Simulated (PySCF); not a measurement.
**Stationary points of BrH₃**

Method: PBE0 in PySCF with Br def2-TZVP, H def2-TZVP; no relativity; density-fitted integrals.

Relaxations began from a few typed shapes. The search is not exhaustive: other isomers or separated fragments can lie lower, and high-lying points may rest on an excited occupation.

```
   spin  group                            bonds                            angles  imaginary modes (cm⁻¹)  ΔE (kJ/mol)  ΔE with ZPE (kJ/mol)
singlet    C2v  Br–H 1.423 Å, Br–H 1.704 Å (×2)  H–Br–H 83.7° (×2), H–Br–H 167.3°                    none          0.0                   0.0
singlet    D3h                Br–H 1.744 Å (×3)                H–Br–H 120.0° (×3)              704i, 704i        163.6                     –
```

The lowest minimum found is the singlet C2v: Br–H 1.423 Å, Br–H 1.704 Å (×2); H–Br–H 83.7° (×2), H–Br–H 167.3°.

Counting electrons, bromine keeps 4 of its valence electrons outside its bonds, so the VSEPR class is AX3E2 and the expected shape is T-shaped (C2v), as computed.
